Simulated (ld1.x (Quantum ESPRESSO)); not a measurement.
Cd, TM: configuration errors across variants

```
Element                 : Cd
Generator               : ld1.x (Quantum ESPRESSO) 7.5
Type                    : norm-conserving Troullier–Martins (Kleinman–Bylander form)
Functional              : PBE
Relativity              : scalar-relativistic
Frozen core             : [Kr]
Valence charge          : 12
Reference configuration : 4d10 5s1 5p1
Partial waves           : 5s (bound): rc 1.80 bohr; 5p (bound): rc 2.95 bohr; 4d (bound): rc 1.40 bohr
Local potential         : the d channel
Core correction         : none
```

All-electron excitation energies from the reference (eV): (1) 4d10 5s2 5p0 -4.666; (2) 4d10 5s1 5p0 4.607; (3) 4d10 5s0 5p0 21.733; (4) 4d9 5s2 5p0 13.309; (5) 4d9 5s2 5p1 7.980; (6) 4d10 5s1.5 5p0 -0.955; (7) 4d10 5s0 5p1 10.385.

A true bound ghost makes a file unfit for plane-wave use even where its test errors are small: the radial tests pick states by their node count and pass the ghost by.

Errors AE − PS in meV (a dash: test not solved or not reliable):

| change | (1) | (2) | (3) | (4) | (5) | (6) | (7) | bound ghosts |
| --- | --- | --- | --- | --- | --- | --- | --- | --- |
| base | +4.0 | +0.6 | +27 | -42 | -78 | +0.7 | +7.1 | s, p |
| core correction a·sin(br)/r model core inside 0.58 bohr | +0.3 | -2.8 | -23 | -65 | -107 | -0.4 | -3.8 | s, p |
| core correction a·sin(br)/r model core inside 0.72 bohr | +0.2 | -2.8 | -23 | -65 | -107 | -0.4 | -3.9 | s, p |
| core correction a·sin(br)/r model core inside 0.82 bohr | +0.3 | -2.8 | -23 | -65 | -107 | -0.4 | -3.9 | s, p |
| core correction a·sin(br)/r model core inside 0.94 bohr | +0.2 | -2.9 | -23 | -65 | -107 | -0.4 | -3.9 | s, p |
| core correction a·sin(br)/r model core inside 1.16 bohr | +0.2 | -2.9 | -23 | -64 | -107 | -0.4 | -3.8 | s, p |
| core correction a·sin(br)/r model core inside 1.30 bohr | +0.3 | -2.8 | -22 | -63 | -105 | -0.4 | -3.7 | s, p |
| core correction a·sin(br)/r model core inside 1.42 bohr | +0.4 | -2.8 | -22 | -61 | -102 | -0.4 | -3.6 | s, p |
| core correction a·sin(br)/r model core inside 1.56 bohr | +0.5 | -2.8 | -21 | -57 | -98 | -0.4 | -3.3 | s, p |

(1) Give the same row for: core correction a·sin(br)/r model core inside 1.70 bohr.

## Answers

(1) +0.8, -2.7, -19, -53, -93, -0.3, -2.6; bound ghosts: s, p.
